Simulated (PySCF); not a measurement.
Geometry:
```
atom   x (Å)   y (Å)   z (Å)
  C1   1.212   1.697   0.879
 Si2   0.643   0.057   0.202
  C3   2.143  -0.990  -0.266
 Cl4   2.943  -0.182  -1.659
  C5  -0.605   0.153  -1.220
  C6  -2.018   0.083  -0.598
 Si7  -1.884  -1.034   0.927
  O8  -0.274  -0.786   1.339
  H9   1.897   2.182   0.167
 H10   0.361   2.372   1.060
 H11   1.746   1.557   1.832
 H12   1.860  -2.004  -0.581
 H13   2.881  -1.076   0.544
 H14  -0.473   1.038  -1.862
 H15  -0.427  -0.723  -1.869
 H16  -2.331   1.083  -0.250
 H17  -2.781  -0.245  -1.322
 H18  -2.123  -2.479   0.621
 H19  -2.779  -0.634   2.053
```

Geometry: PBE0-D3(BJ)/def2-SVP; GIAO shifts from PySCF 2.14, gas phase, non-relativistic, averaged over equivalent atoms.

At PBE0/pcSseg-1 (212 basis functions, 85 s wall time on 1 thread of an Arm Neoverse N1, shared host):
```
     atoms  δ (ppm)
        C3     34.8
        C5      8.8
        C6      7.8
        C1     -4.2
       Si2     27.3
       Si7      0.9
       Cl4     -7.1
        O8     59.9
       H19     5.06
       H18     4.91
       H13     2.90
       H12     2.68
       H14     1.16
       H17     0.98
       H16     0.90
       H15     0.60
H9/H10/H11     0.28
```

Chemical shifts δ = σref − σ; 13C (σref 184.41), 29Si (σref 351.99), 1H (σref 31.27) against TMS; HCl for 35Cl (σref 943.27); H2O for 17O (σref 334.56), all at this level.

Estimate the result of repeating the calculation with HF/pcSseg-1.

Results:


| atoms | δ at HF/pcSseg-1 | change |
| --- | --- | --- |
| C3 | 31.4 | -3.4 |
| C5 | 4.7 | -4.1 |
| C6 | 4.0 | -3.8 |
| C1 | -4.0 | +0.2 |
| Si2 | 19.0 | -8.3 |
| Si7 | -9.0 | -9.9 |
| Cl4 | -62.6 | -55.5 |
| O8 | 32.3 | -27.6 |
| H19 | 4.51 | -0.55 |
| H18 | 4.37 | -0.54 |
| H13 | 2.83 | -0.07 |
| H12 | 2.60 | -0.08 |
| H14 | 0.93 | -0.23 |
| H17 | 0.76 | -0.22 |
| H16 | 0.58 | -0.32 |
| H15 | 0.37 | -0.23 |
| H9/H10/H11 | 0.27 | -0.01 |

Chemical shifts δ = σref − σ; TMS for 13C (σ = 190.85 ppm) and 29Si (σ = 393.43 ppm) and 1H (σ = 31.69 ppm); HCl for 35Cl (σ = 955.90 ppm); 17O (σ = 333.31 ppm) vs H2O, all at this level.

The largest change is at Cl4 (chlorine bonded to C). Cost: 212 basis functions, 35 s wall time on 1 thread of an Arm Neoverse N1, shared host. The order of the carbon signals is the same at both levels.

Carbons that carry Cl, above all several Cl atoms, come out too deshielded, partly because spin–orbit coupling is missing. Experimental scales use liquid or dissolved standards, which lie at an offset from isolated H2O (liquid H2O: subtract about 36 ppm).
